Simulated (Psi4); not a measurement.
The Psi4 input:
```
memory 2 GB

molecule mol {
0 1
  B    -0.876867    0.192299    0.304421
  Br    0.905189   -0.210928   -0.286504
  O    -1.314228   -0.186017    1.516002
  H    -0.714641   -0.665901    2.086384
  N    -1.710848    0.891541   -0.559908
  H    -2.653590    1.134256   -0.312997
  H    -1.439308    1.199985   -1.476517
}

set basis def2-svpd
set reference rks

energy('pbe')
print_variables()
```

**Question.** What does this run give for the total energy, number of basis functions, dipole moment, nuclear repulsion energy?

**Answer.** 
```yaml
total_energy: -2729.9493 Eh
number_of_basis_functions: 128
dipole_moment: 1.31 D
nuclear_repulsion_energy: 224.8072 Eh
```
